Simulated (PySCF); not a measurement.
CH8N2OSi2, SMILES [Si@]1(N)(O)[SiH2]NC1.

Geometry: B3LYP-D3(BJ)/def2-SVP. The structure was generated by enumeration; whether it is a known compound was not checked. Other conformers were not sampled.

Method: SMD-M06-2X/def2-SVP run with PySCF.

Solvation free energies are E(SMD) − E(gas) at the gas-phase geometry, for 1 M in both phases. In vacuum the dipole moment is 0.85 D.

Computed solvation free energies in water, dimethylsulfoxide, N,N-dimethylformamide:
```csv
solvent,ΔG(solv) (kcal/mol),its non-electrostatic (CDS) part,dipole (D)
water,-5.0,4.5,1.15
dimethylsulfoxide,-4.9,1.5,1.14
"N,N-dimethylformamide",-5.5,0.8,1.14
```
